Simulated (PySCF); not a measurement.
Si(Br)(OH)(NH2)2 (BrH₅N₂OSi), SMILES N[Si](O)(N)Br.

Coordinates come from a PBE0-D3(BJ)/def2-SVP optimisation. The structure was generated by enumeration, and PubChem lists no compound with its InChIKey, so it may never have been made. Other conformers were not sampled.

Vertical ionisation energy (IE) and electron affinity (EA) in eV. Rows of orbital energies are one-electron estimates. Where ΔSCF, EOM or ADC give a negative EA the extra electron is unbound and the value depends on the basis.

```tsv
level	IE	EA
−ε(HOMO), −ε(LUMO), CAM-B3LYP/def2-TZVP (PySCF)	___	___
−ε(HOMO), −ε(LUMO), PBE/def2-TZVP (PySCF)	6.26	0.28
```

Some entries are withheld; supply them. (The exact figures need the calculation; the answer reports its results.)


- −ε(HOMO), −ε(LUMO), CAM-B3LYP/def2-TZVP (PySCF), IE: 9.08
- −ε(HOMO), −ε(LUMO), CAM-B3LYP/def2-TZVP (PySCF), EA: -1.37
